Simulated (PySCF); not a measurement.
Species: C₈H₁₁BS.
Z-matrix (Å and degrees, PBE0-D3(BJ)/def2-SVP geometry), rows numbered from 1:
```
B 
C   1  1.5641
C   2  1.5354  1  104.94
C   3  1.5288  2  105.00  1    29.42
C   4  1.5432  3  104.95  2   -38.49
C   5  1.4902  1  120.96  2  -147.57
C   6  1.3741  5  129.42  1     4.11
C   7  1.4240  6  113.46  5   179.48
C   8  1.3688  7  112.53  6    -0.24
S   9  1.7174  8  111.38  7     0.08
H   1  1.2088  2  126.74  3   169.61
H   2  1.1137  1  101.95  3   114.37
H   2  1.1005  1  118.09  3  -131.00
H   3  1.1012  2  113.92  1   153.08
H   3  1.1042  2  109.30  1   -87.89
H   4  1.1020  3  113.13  2  -162.44
H   4  1.1041  3  110.29  2    78.21
H   5  1.1209  1   97.17  2    95.58
H   7  1.0908  6  122.50  5    -0.80
H   8  1.0909  7  124.13  6  -179.97
H   9  1.0892  8  128.25  7  -179.55
```

Level: PBE0/pcSseg-1 in PySCF, non-relativistic, on one gas-phase PBE0-D3(BJ)/def2-SVP geometry that isn't relaxed in the solvent. The solvent is an IEF-PCM continuum (cavity from Bondi-type radii × 1.2). The model holds no explicit solvent molecules, cavitation or dispersion.

Gas phase at PBE0/pcSseg-1: HOMO -6.54 eV, LUMO -0.93 eV, dipole 0.82 D.

Question: What does the continuum do to the energy, the frontier levels and the dipole at PBE0/pcSseg-1 in cyclohexane and chloroform?

Answer: 
```tsv
solvent	ε	E(solvent) − E(gas) (kcal/mol)	polarisation term (kcal/mol)	distortion of the solute (kcal/mol)	HOMO (eV)	LUMO (eV)	dipole (D)
cyclohexane	2.017	-1.32	-1.37	0.05	-6.56	-0.85	0.92
chloroform	4.711	-2.46	-2.63	0.17	-6.60	-0.80	0.99
```

Polarisation term: ½ Σ q·V over the induced surface charges. Distortion: the rise of the solute's own energy as its density leaves the gas-phase optimum. From cyclohexane to chloroform the lowering changes by a factor 1.87, Onsager's factor (ε − 1)/(2ε + 1) by 1.76 and ε itself by 2.3.

Question: Which Mulliken charges (PBE0/pcSseg-1) respond most in chloroform (means over atoms taken as equivalent)?

Answer: 
```tsv
atoms	environment	gas (e)	solvent (e)	change
S10	thiophene-type sulfur	+0.278	+0.262	-0.016
H21	aromatic hydrogen	+0.129	+0.144	+0.015
C8	aromatic CH carbon	-0.051	-0.065	-0.014
C7	aromatic CH carbon	-0.038	-0.051	-0.013
H20	aromatic hydrogen	+0.096	+0.108	+0.012
H19	aromatic hydrogen	+0.093	+0.104	+0.011
C6	substituted aromatic carbon	-0.347	-0.358	-0.011
H11	B–H hydrogen	+0.017	+0.006	-0.011
```

The run took 44 s wall on one thread of an Arm Neoverse V2, shared host with 96 logical CPUs at a one-minute load of 36, and the process peaked at 1.2 GiB of memory. This is the whole shielding run at PBE0/pcSseg-1 in chloroform, SCF included.
